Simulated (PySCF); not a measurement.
La+ (lanthanum, charge +1) across methods

[Xe] 5d1 6p1, one real determinant (an excited configuration). Computed with PySCF 2.14 in cc-pVDZ-X2C, with scalar relativity by spin-free X2C-1e.

| method | E (hartree) | mean ε 5p β (eV) | mean ε 5d α (eV) | mean ε 6p α (eV) | Σ⟨r²⟩ (bohr²) | ⟨S²⟩ |
| --- | --- | --- | --- | --- | --- | --- |
| PBE0 | -8491.82 | -30.553 | -10.900 | -6.833 | 76.31 | 2.002 |
| r2SCAN | -8492.16 | -29.400 | -10.108 | -6.419 | 76.38 | 2.003 |
| LC-wPBE | -8491.68 | -33.480 | -13.377 | -7.989 | 76.90 | 2.003 |
| UHF | -8489.00687 | -34.674 | -13.221 | -7.558 | 79.78 | 2.005 |
| BLYP | -8492.48 | -28.614 | -9.677 | -6.264 | 75.97 | 2.001 |
| PBE | -8491.75 | -28.801 | -9.920 | -6.460 | 75.83 | 2.001 |
| TPSS | -8491.81 | -28.971 | -9.956 | -6.390 | 76.01 | 2.002 |

Question: Estimate the same row for LDA.

Answer: E (hartree) = -8484.94; mean ε 5p β (eV) = -29.000; mean ε 5d α (eV) = -9.838; mean ε 6p α (eV) = -6.470; Σ⟨r²⟩ (bohr²) = 75.45; ⟨S²⟩ = 2.000.

⟨L²⟩ = 8.04 against 12 for a pure F term, so this real determinant mixes terms. Spin-orbit coupling, absent here, splits the open shell strongly.
